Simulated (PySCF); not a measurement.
Compound: MeOCH2CF3, C3H5F3O.
Numbering: `[CH3:1][O:2][CH2:3][C:4]([F:5])([F:6])[F:7]` (hydrogens: H8, H9, H10 on C1; H11, H12 on C3)

All values: wB97X-D/pcSseg-2 (PySCF, non-relativistic), on one gas-phase PBE0-D3(BJ)/def2-TZVP geometry that isn't relaxed in the solvent. The solvent is an IEF-PCM continuum (Bondi radii, 1.10 Å for H, scaled by 1.2). Only the electrostatic response of the medium enters.

Gas phase at wB97X-D/pcSseg-2: HOMO -10.10 eV, LUMO 2.34 eV, dipole 2.21 D.

Task: What does the continuum do to the energy, the frontier levels and the dipole at wB97X-D/pcSseg-2 in chloroform?

Result: 
| solvent | ε | E(solvent) − E(gas) (kcal/mol) | polarisation term (kcal/mol) | distortion of the solute (kcal/mol) | HOMO (eV) | LUMO (eV) | dipole (D) |
| --- | --- | --- | --- | --- | --- | --- | --- |
| chloroform | 4.711 | -3.00 | -3.30 | 0.30 | -9.95 | 2.64 | 2.56 |

Polarisation term: ½ Σ q·V over the induced surface charges. Distortion: the rise of the solute's own energy as its density leaves the gas-phase optimum.

Task: Which radius a makes the point-dipole formula ΔE = −[(ε − 1)/(2ε + 1)]·μ²/a³ give the value in chloroform, with the gas-phase dipole?

Result: μ = 0.870 au and |ΔE| = 0.00478 Eh give a = 2.03 Å; the farthest nucleus lies 2.70 Å from the centroid of the nuclei, so such a sphere wouldn't even hold the nuclei. The formula assumes a rigid point dipole at the centre of a sphere.

Shape of the structure used: `[CH3:1][O:2][CH2:3][C:4]([F:5])([F:6])[F:7]`: C1–O2–C3–C4 -83°, O2–C3–C4–F5 -174°.

Note: wB97X-D ran without an empirical dispersion term, which enters the total energy and its gradient alone.
